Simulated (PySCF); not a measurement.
**Core-level binding energies of SiHEt3**

Compound: SiHEt3, C6H16Si.
Geometry (PBE0-D3(BJ)/def2-SVP, Å), atoms numbered from 1 in this order:
```
atom  x, y, z in Å
Si1   -0.0064   -0.0027    0.2791
H2    -0.0147   -0.0235    1.7838
C3     1.7749    0.2400   -0.3077
C4     2.7537   -0.8383    0.1491
H5     2.1111    1.2313    0.0438
H6     1.7599    0.3062   -1.4106
H7     3.7761   -0.6478   -0.2130
H8     2.8025   -0.8982    1.2481
H9     2.4626   -1.8357   -0.2171
C10   -1.0945    1.4286   -0.3062
C11   -0.6742    2.8045    0.2034
H12   -2.1314    1.2102    0.0026
H13   -1.1053    1.4131   -1.4111
H14   -1.3443    3.6007   -0.1586
H15   -0.6823    2.8453    1.3042
H16    0.3451    3.0673   -0.1219
C17   -0.6923   -1.6504   -0.3449
C18   -2.1016   -1.9813    0.1379
H19    0.0110   -2.4449   -0.0394
H20   -0.6579   -1.6330   -1.4493
H21   -2.4474   -2.9589   -0.2343
H22   -2.1534   -2.0133    1.2379
H23   -2.8342   -1.2297   -0.1975
```

Computed, not measured: PySCF 2.14.0, delta-SCF UKS SCAN, pcX-2 on the ionised atom, pcseg-1 elsewhere, spin-free X2C. Each binding energy is the total energy of the core-ionised species, with the hole localised on one atom, minus that of the ground state; both are solved self-consistently, so orbital relaxation is included.

Problem. What binding energy does each computed site have?

Solution. 
| atom(s) | environment | level | binding energy (eV) | 2p1/2 (eV) | above the level's lowest (eV) | count |
| --- | --- | --- | --- | --- | --- | --- |
| Si1 | silicon bonded to 3 C and H | Si 2p3/2 | 105.64 | 106.26 | 0.00 | 1 |
| Si1 | silicon bonded to 3 C and H | Si 1s | 1845.40 | – | 0.00 | 1 |
| C3/C10/C17 | carbon bonded to C, Si and 2 H | C 1s | 289.81 | – | 0.00 | 3 |
| C4/C11/C18 | carbon bonded to C and 3 H | C 1s | 290.47 | – | +0.66 | 3 |

The listed C 1s values span 0.66 eV, from C3/C10/C17 (bonded to C, 2 H and Si) to C4/C11/C18 (bonded to C and 3 H).

Problem. Which photon energy gives electrons from C 1s of C4/C11/C18 a kinetic energy of 150 eV, and what is their de Broglie wavelength?

Solution. hν = 290.47 + 150 = 440.47 eV, recoil neglected; λ = 12.264 Å/√(E/eV) = 1.00 Å.

Atoms equivalent by their bonding share one computed value, that of the first of them. For 2p shells one spin-free hole was relaxed; a mean-field spin–orbit operator and the ground-state splitting of the three 2p orbitals were then diagonalised within the shell. The shell's mean is (2 × 2p3/2 + 2p1/2)/3, and the degeneracies 2j + 1 give areas of 2:1. 2p1/2 minus 2p3/2 (ligand field included): Si 0.62 eV. Geometry: PBE0-D3(BJ)/def2-SVP, one conformer, isolated molecule.
